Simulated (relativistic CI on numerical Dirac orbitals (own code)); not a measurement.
## Energy levels of Kr XXIX

These numbers are calculated, not measured: Dirac-Coulomb-Breit CI, separate exchange-only KLI orbitals for each configuration, a model potential for QED, unscaled Slater integrals (own radial code, finite nucleus).

CI space (outside the closed core 1s2): 2s2 2p4, 2s 2p5, 2p6, 2p5 3s, 2p5 3p, 2p5 3d, 2s2 2p3 3s, 2s2 2p3 3p, 2s2 2p3 3d, 2s 2p4 3s, 2s 2p4 3p, 2s 2p4 3d, 2s2 2p3 4s, 2s2 2p3 4p, 2s2 2p3 4d, 2s2 2p3 4f, 2s 2p4 4s, 2s 2p4 4p, 2s 2p4 4d, 2s 2p4 4f, 2s2 2p2 3s2, 2s2 2p3 5s, 2s2 2p2 3s 3p, 2s2 2p3 5p, 2s2 2p3 5d, 2s2 2p3 5f, 2s2 2p3 5g, 2s2 2p2 3p2, 2s2 2p2 3s 3d, 2s2 2p2 3p 3d, 2s 2p3 3s2, 2s2 2p2 3d2, 2s 2p3 3s 3p, 2s 2p4 5s, 2s 2p3 3p2, 2s 2p3 3s 3d. Levels of other configurations are missing.

The lowest level is 2s2 2p4 3P_2, with 79 % of that term; Hund's rules for 2s2 2p4 give 3P with J = 2, in agreement.

| No. | Configuration | Term | J | E (eV) | % | Next component (%) | Landé g |
| --- | --- | --- | --- | --- | --- | --- | --- |
| 1 | 2s2 2p4 | 3P | 2 | 0.00 | 79 | 21 1D | 1.387 |
| 2 | 2s2 2p4 | 3P | 0 | 19.85 | 52 | 48 1S |  |
| 3 | 2s2 2p4 | 3P | 1 | 52.48 | 100 |  | 1.494 |
| 4 | 2s2 2p4 | 1D | 2 | 65.26 | 79 | 21 3P | 1.098 |
| 5 | 2s2 2p4 | 1S | 0 | 126.40 | 51 | 48 3P |  |
| 6 | 2s 2p5 | 3P° | 2 | 208.67 | 100 |  | 1.493 |
| 7 | 2s 2p5 | 3P° | 1 | 232.51 | 78 | 22 1P° | 1.384 |
| 8 | 2s 2p5 | 3P° | 0 | 265.73 | 100 |  |  |
| 9 | 2s 2p5 | 1P° | 1 | 296.84 | 78 | 22 3P° | 1.101 |
| 10 | 2p6 | 1S | 0 | 472.39 | 98 | 2 2s2 2p4 1S |  |
| 11 | 2p3(4S°) 3s | 5S° | 2 | 1799.90 | 51 | 33 3P° | 1.692 |
| 12 | 2p3(4S°) 3s | 3S° | 1 | 1805.83 | 42 | 23 1P° | 1.371 |
| 13 | 2p3(4S°) 3p | 5P | 1 | 1845.02 | 39 | 24 3P | 1.729 |
| 14 | 2p3(4S°) 3p | 5P | 2 | 1846.19 | 33 | 27 3P | 1.401 |
| 15 | 2p3(2D°) 3s | 3D° | 2 | 1848.17 | 41 | 38 5S° | 1.479 |
| 16 | 2p3(2D°) 3s | 3D° | 1 | 1851.97 | 51 | 45 3S° | 1.197 |
| 17 | 2p3(4S°) 3p | 5P | 3 | 1860.49 | 51 | 33 3D | 1.459 |
| 18 | 2p3(2D°) 3s | 3D° | 3 | 1861.11 | 99 |  | 1.327 |
| 19 | 2p3(4S°) 3p | 3P | 1 | 1861.53 | 42 | 18 1P | 1.496 |
| 20 | 2p3(2D°) 3s | 1D° | 2 | 1864.67 | 67 | 32 3D° | 1.051 |
| 21 | 2p3(4S°) 3p | 3P | 2 | 1870.96 | 33 | 25 5P | 1.342 |
| 22 | 2p3(2P°) 3s | 3P° | 0 | 1877.84 | 98 | 1 2p5 3s 3P° |  |
| 23 | 2p3(2P°) 3s | 3P° | 1 | 1879.47 | 67 | 31 1P° | 1.334 |
| 24 | 2p3(4S°) 3p | 3P | 0 | 1879.53 | 88 | 11 1S |  |
| 25 | 2p3(4S°) 3p | 5P | 1 | 1891.87 | 30 | 24 3D | 1.479 |
| 26 | 2p3(2D°) 3p | 3F | 2 | 1897.10 | 33 | 27 3D | 1.160 |
| 27 | 2p3(2D°) 3p | 3F | 3 | 1906.52 | 59 | 23 3D | 1.156 |
| 28 | 2p3(4S°) 3p | 3P | 2 | 1908.02 | 35 | 33 3D | 1.348 |
| 29 | 2p3(2D°) 3p | 1F | 3 | 1908.90 | 37 | 32 5P | 1.291 |
| 30 | 2p3(2D°) 3p | 3P | 0 | 1911.43 | 94 | 5 1S |  |
| 31 | 2p3(2P°) 3d | 3D° | 2 | 1912.89 | 31 | 30 5D° | 1.128 |
| 32 | 2p3(4S°) 3d | 5D° | 3 | 1914.15 | 42 | 23 3D° | 1.281 |
| 33 | 2p3(2D°) 3p | 3D | 1 | 1914.23 | 46 | 36 1P | 0.890 |
| 34 | 2p3(4S°) 3d | 5D° | 0 | 1915.66 | 54 | 38 3P° |  |
| 35 | 2p3(4S°) 3d | 5D° | 1 | 1915.69 | 53 | 22 3P° | 1.306 |
| 36 | 2p3(4S°) 3d | 5D° | 4 | 1917.30 | 52 | 34 3F° | 1.345 |
| 37 | 2p3(2D°) 3p | 3P | 2 | 1920.90 | 65 | 17 1D | 1.362 |
| 38 | 2p3(2D°) 3p | 3D | 3 | 1920.98 | 61 | 32 1F | 1.205 |
| 39 | 2p3(4S°) 3d | 3D° | 2 | 1922.11 | 36 | 25 5D° | 1.276 |
| 40 | 2p3(2D°) 3p | 3F | 4 | 1922.13 | 100 |  | 1.244 |
| 41 | 2p3(2P°) 3s | 3P° | 2 | 1924.06 | 57 | 17 3D° | 1.419 |
| 42 | 2p3(2P°) 3p | 3D | 1 | 1924.88 | 56 | 28 1P | 0.816 |
| 43 | 2p3(2P°) 3s | 1P° | 1 | 1926.93 | 42 | 27 3D° | 1.068 |
| 44 | 2p3(2D°) 3p | 3P | 1 | 1930.70 | 65 | 23 1P | 1.344 |
| 45 | 2p3(4S°) 3d | 3D° | 3 | 1931.51 | 38 | 21 1F° | 1.157 |

Energies count from the lowest computed level; ° marks odd parity. Percentages are summed over parent terms; the parents shown are those of the largest component, closed shells are left out there.

The mean weight of the leading LS term, summed over parents, in these 45 levels is 60 %, and that of the leading jj configuration (from the same eigenvectors) 90 %, so jj coupling describes them better and the LS labels are nominal.

At this charge energies of transitions that change n are usually good to better than 1 %, and those within a shell (Δn = 0) to a few per cent.

LS names give the leading component of a level, which can be under half, so a name can repeat, a term be missing and a line seem to break the LS rules.
